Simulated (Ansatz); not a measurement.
Ansatz (a first-principles code) input (PBE/aug-cc-pV(T+d)Z): A basis named .json is the Basis Set Exchange file of that set (core-valence sets with the plain set on hydrogen).

Ansatz 0.2 input:
```yaml
crystal:
  periodic: [false, false, false]
  atoms:
    - {symbol: F, position_ang: [0.00000000, 0.00000000, 0.00000000]}
basis:
  gaussian:
    orbitals: aug-cc-pV_T+d_Z.json
hamiltonian:
  xc: {name: PBE}
magnetization: {spin_polarized: true, initial_magnetization: 1}
scf: {lower_state_search: full}
```

Output:

```
Functional definition: PBE
integrals: 0.00 GiB planned
206 factors; their error is unknown
mean field: 0.10 GiB planned
mean field evaluation 1: about -2711.9041 eV, gradient 8.0e0 eV
mean field evaluation 2: about -2711.9428 eV, gradient 6.3e0 eV
mean field evaluation 4: about -2712.0414 eV, gradient 3.0e-2 eV
mean field evaluation 8: about -2712.0343 eV, gradient 2.9e-4 eV
mean field evaluation 16: about -2712.0347 eV, gradient 2.4e-1 eV
mean field evaluation 32: about -2712.0343 eV, gradient 3.4e-2 eV
mean field evaluation 64: about -2712.0343 eV, gradient 4.1e-2 eV
mean field -2712.03426889 eV, -99.6654210989 hartree, gradient 5.4e-5 eV, S^2 0.751489; 6 other end points of the search recorded, 0 dependent functions left out
reference -2712.03430214 eV, -99.6654223209 hartree; 5, 4 occupied and 41, 42 virtual orbitals, 206 factors
Total energy: -2712.03430214 eV, -99.6654223209 hartree
```
